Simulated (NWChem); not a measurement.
# C4H3N2, doublet; SMILES n1cccn[c]1

```xyz
9

C      0.0000     0.0000    -1.3307
N     -1.1843     0.0000    -0.7874
C     -1.1891     0.0000     0.5503
C      0.0000     0.0000     1.2783
C      1.1891     0.0000     0.5503
N      1.1843     0.0000    -0.7874
H     -2.1653     0.0000     1.0486
H      0.0000     0.0000     2.3695
H      2.1653     0.0000     1.0486
```
Atoms are numbered in this order, from 1.

Program: NWChem. Spin-unrestricted. In the optimisation the excess spin sits in a1 (C2v, its own frame). Structure relaxed at the PBE0/def2-SVP, spin-unrestricted level. No frequency run checked for a minimum. No stability test was run on the SCF state. Level: B3LYP/def2-SVP with SMD (1 M gas to 1 M solution), gas-phase geometry. Reactions with the solvent are ignored.

Question: Order these by “solvation free energy (kcal/mol)”, lowest first: acetonitrile; ethanol; ethylene glycol; water.

Answer: acetonitrile (-8.7), ethanol (-6.1), water (-3.5), ethylene glycol (-2.4)
